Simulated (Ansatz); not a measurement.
Reaction (cleavage of the Al–Si bond): `[CH3][AlH][SiH2][SeH]` + CH₃SH → `[CH3][AlH][S]C` + `[SiH3][SeH]`

Gas-phase electronic energies from Ansatz, PBE0-D4/def2-TZVP geometries. CBS: MP2 limit from def2 TZ/QZ plus the TZ coupled-cluster correction, frozen cores. This one scheme is used for every species. Functionals use def2-TZVPP. B3LYP here is the variant with VWN-RPA as its local correlation; programs differ in this. For Se outer-core shells are correlated without core-valence functions, which leaves a few kJ/mol of doubt a bond. Scalar relativity is left out up to krypton. One conformer a species, not always the lowest.

(1) Is it downhill or uphill in electronic energy at CCSD(T)/CBS, and by how much? (An estimate is asked.)

(2) What do these levels give: B3LYP-D4, r2SCANh-D4, BHLYP-D4, r2SCANh, CCSD(T)/def2-SVP, MP2/def2-QZVPP? (An estimate is asked.)

Largest T1 diagnostic among the species: 0.010.

## Answers

(1) The calculation gave: Downhill: ΔE = -108.4 kJ/mol.

(2) The calculation gave: B3LYP-D4 -107.0, r2SCANh-D4 -108.8, BHLYP-D4 -110.0, r2SCANh -108.5, CCSD(T)/def2-SVP -107.8, MP2/def2-QZVPP -117.0 kJ/mol.

Leaving LDA and LC-ωPBE aside and taking each functional with its dispersion term where it has one, the values, not all of them listed here, spread over 15.1 kJ/mol, from ωB97M-V to PBE-D4. LDA lies −4.2 kJ/mol from PBE without D4. From BLYP to BHLYP (50 % exact exchange), in def2-TZVPP and without D4, ΔE moves by −7.1 kJ/mol.
